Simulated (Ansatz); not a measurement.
The cluster Li4F4, relaxed as a singlet with RKS PBE-D4/def2-SVP in Ansatz, starting from the GFN2-xTB geometry. Force threshold 0.02 eV/Å.

The structure comes from a short search, and lower isomers may exist.

Start:

Cartesian coordinates in Å:
```
Li 2.0731 0.4473 0.4769
Li -2.0693 -0.4472 -0.4748
Li -0.6201 1.8102 0.8537
Li 0.6212 -1.8195 -0.8508
F 1.9666 -1.0111 -0.3101
F -1.9692 1.0369 0.2679
F -1.0315 -1.6595 -0.9400
F 1.0292 1.6429 0.9772
```

```
step  energy (eV)  largest force component (eV/Å)  SCF passes
   1  -11677.6897                           0.310          23
   2  -11677.7115                           0.185          27
   3  -11677.7229                           0.030          26
   4  -11677.7239                           0.010          27
```

Force components are those of the run's own axes.

End:

```xyz
8

Li    2.048    0.456    0.474
Li   -2.048   -0.455   -0.474
Li   -0.621    1.858    0.872
Li    0.621   -1.858   -0.872
F     1.981   -1.041   -0.300
F    -1.980    1.045    0.293
F    -1.055   -1.716   -0.994
F     1.055    1.712    1.000
```

By distances, no bond broke or formed. The bond that changes most is Li4–F5, from 1.66 to 1.69 Å (atoms count from 1). The end is the same structure that another start reached, the lowest one found.

No frequencies were taken in this run, so the end may be a saddle point.

Run time 4.4 s (4 threads of Arm Neoverse V2 on a shared host).
